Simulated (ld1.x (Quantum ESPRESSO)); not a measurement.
## Pseudopotential generation for cobalt: PAW, LDA (PZ), scalar-relativistic.

| Quantity | Value |
| --- | --- |
| Element | cobalt (Co) |
| Generator | ld1.x (Quantum ESPRESSO) 7.5 |
| Type | PAW |
| Functional | LDA (PZ) |
| Relativity | scalar-relativistic |
| Frozen core | [Ne] 3s2 |
| Valence charge | 15 |
| Reference configuration | 3p6 3d7 4s1 4p0 (charge +1) |
| Partial waves | 4s (bound): rcut 2.05, rcutus 2.40 bohr; 4s channel at 0.3 Ry: rcut 2.05, rcutus 2.40 bohr; 3p (bound): rcut 1.45, rcutus 1.60 bohr; 4p (bound, empty): rcut 1.45, rcutus 1.60 bohr; 3d (bound): rcut 0.65, rcutus 0.85 bohr; 3d channel at 2.05 Ry: rcut 0.65, rcutus 0.85 bohr |
| Local potential | all-electron potential smoothed inside 1.50 bohr (lloc = -1) |
| Core correction | Bessel-smoothed model core, default radius (core density twice the valence density) |
| Augmentation charge | BESSEL, radius 0.50 bohr |

What the tests gave:

```json
{
  "Cutoffs needed": "160 Ry and 260 Ry (the cutoffs (Ry, on a coarse ladder) from which the occupation-weighted sum of valence levels, in a spherical-Bessel basis at the reference potential, stays within 10 and 1 mRy of its value at 400 Ry)",
  "Ghost test": "no extra level below or beside the all-electron valence levels (s, p, d, f tested) (spherical-Bessel basis up to 400 Ry, 20 bohr box)",
  "Configuration tests": "test run stopped at test 1 of 9 (negative rho)",
  "Lowest eigenvalue of the overlap operator": "0.10 (p channel)"
}
```

Generation and tests took about 0.96 s on one core of a shared server CPU.
